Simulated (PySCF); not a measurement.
Species: C3H4ClF3O.
Structure used (GFN2-xTB), in Å, numbered top down from 1:
```
atom  x, y, z in Å
F1     2.095   -1.082   -0.592
C2     1.772    0.211   -0.408
F3     2.431    0.915   -1.314
F4     2.295    0.529    0.796
O5     0.482    0.458   -0.499
C6    -0.349   -0.252    0.436
C7    -1.789    0.129    0.155
Cl8   -2.340   -0.589   -1.378
H9    -0.199   -1.330    0.315
H10   -0.078    0.045    1.457
H11   -2.437   -0.247    0.945
H12   -1.882    1.210    0.060
```

A PySCF run (density fitting, gas phase, GFN2-xTB geometry) gave HOMO -8.83 eV, LUMO 0.49 eV, dipole 3.19 D.

Question: Which of these levels was it?
A. PBE0/pcSseg-1
B. wB97X-D/pcSseg-0
C. PBE0/def2-SVPD

Answer: A. It is PBE0/pcSseg-1. All candidates on this geometry:

```csv
level and settings,kind,basis functions,SCF cycles,E (Eh),HOMO (eV),LUMO (eV),dipole (D)
PBE0/def2-SVPD,global hybrid,211,13,-950.5691,-8.90,0.14,3.10
PBE0/pcSseg-1,global hybrid,163,13,-950.9840,-8.83,0.49,3.19
"wB97X-D/pcSseg-0, fitting basis def2-qzvpp-jkfit",range-separated hybrid,84,10,-949.8969,-10.71,2.66,3.74
```

The nearest other candidate, by the summed differences of HOMO and LUMO, is PBE0/def2-SVPD: its HOMO differs by -0.07 eV and its LUMO by -0.35 eV. wB97X-D ran without the empirical dispersion term, which would shift the total energy alone. Cycle counts include a coarse-grid stage where the run had one.
